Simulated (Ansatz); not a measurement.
Gas-phase electronic energies from Ansatz, PBE0-D4/def2-TZVP geometries. CCSD(T)/CBS is the MP2 limit (def2-TZVPP, def2-QZVPP) plus CCSD(T) − MP2 in def2-TZVPP, frozen cores. This one scheme is used for every species. Functionals use def2-TZVPP. B3LYP here is the variant with VWN-RPA as its local correlation; programs differ in this. HSE06 is defined as in plane-wave codes. One conformer a species, not always the lowest.

Reaction (hydrogenolysis of a C–O bond): `CC[C@H](C)O[C@@H](C)CC` + H₂ → `CCCC` + `CCC(C)O`

```
             level  ΔE (kJ/mol)  difference from CCSD(T)/CBS
       LDA (SPW92)        -65.8                          9.3
         revPBE-D4        -67.2                          7.9
           BLYP-D4        -68.3                          6.8
         r2SCAN-D4        -72.2                          2.9
            B97M-V        -75.1                          0.0
           PBE0-D4        -78.1                         -3.0
        r2SCANh-D4        -74.2                          0.9
        r2SCAN0-D4        -76.8                         -1.7
          HSE06-D4        -78.8                         -3.7
          BHLYP-D4        -77.8                         -2.7
      CAM-B3LYP-D4        -73.8                          1.3
           ωB97X-V        -71.6                          3.5
           ωB97M-V        -72.7                          2.4
            B2PLYP        -85.5                        -10.4
          PBE-QIDH        -83.0                         -7.9
               PBE        -88.6                        -13.5
            revPBE        -99.1                        -24.0
              BLYP        -95.7                        -20.6
            r2SCAN        -78.1                         -3.0
              PBE0        -91.8                        -16.7
             B3LYP        -95.2                        -20.1
           r2SCANh        -80.4                         -5.3
           r2SCAN0        -83.5                         -8.4
             HSE06        -91.8                        -16.7
             BHLYP        -94.8                        -19.7
         CAM-B3LYP        -88.0                        -12.9
           LC-ωPBE        -90.0                        -14.9
RPA@PBE/def2-TZVPP        -68.8                          6.3
       HF/def2-SVP        -94.8                        -19.7
      MP2/def2-SVP        -63.3                         11.8
     CCSD/def2-SVP        -70.0                          5.1
    MP2/def2-TZVPP        -71.2                          3.9
SCS-MP2/def2-TZVPP        -76.2                         -1.1
   CCSD/def2-TZVPP        -79.9                         -4.8
CCSD(T)/def2-TZVPP        -72.7                          2.4
     HF/def2-QZVPP       -103.7                        -28.6
    MP2/def2-QZVPP        -72.7                          2.4
SCS-MP2/def2-QZVPP        -78.1                         -3.0
      HF/CBS(def2)       -103.8                        -28.7
    CCSD/CBS(def2)        -82.3                         -7.2
       CCSD(T)/CBS        -75.1                            0
```

Largest T1 diagnostic among the species: 0.010.

In def2-TZVPP, CCSD(T) changes the Hartree–Fock value by +30.5 kJ/mol (the triples alone add +7.2 kJ/mol) and MP2 by +32.0 kJ/mol. The D4 term adds +21.8 kJ/mol with B3LYP and +13.7 kJ/mol with PBE0; it sums over pairs of atoms, weighted by their polarisabilities, and B3LYP, whose exchange is more repulsive, gets the larger term.
